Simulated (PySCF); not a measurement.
1-chlorocyclopenta-1,3-diene (C₅H₅Cl), SMILES ClC1=CC=CC1. Heavy atoms are numbered as in [Cl:1][C:2]1=[CH:3][CH:4]=[CH:5][CH2:6]1. Hydrogens are named by the atom that carries them.

Geometry optimised at ωB97X-D3(BJ)/def2-SVP. One conformer was computed; it need not be the lowest.

Calculation: KT2/pcSseg-1 run with PySCF.

GIAO shieldings, no solvent; atoms alike by connectivity are averaged. δ = σ(ref) − σ: ³⁵Cl against HCl (σ = 945.4 ppm); ¹³C against TMS (σ = 185.1 ppm); ¹H against TMS (σ = 31.47 ppm), references at their B3LYP-D3(BJ)/def2-TZVP geometries, non-relativistic (without spin–orbit terms, shifts of atoms bonded to Cl or Br come out too high).

Computed chemical shifts:
```
nucleus     atoms  count  δ (ppm)
-------  --------  -----  -------
³⁵Cl          Cl1      1    207.2
¹³C            C2      1    141.0
¹³C       C4 (CH)      1    133.1
¹³C       C5 (CH)      1    128.8
¹³C       C3 (CH)      1    128.2
¹³C      C6 (CH2)      1     50.5
¹H        H on C4      1     6.81
¹H        H on C3      1     6.60
¹H        H on C5      1     6.50
¹H        H on C6      2     3.28
```
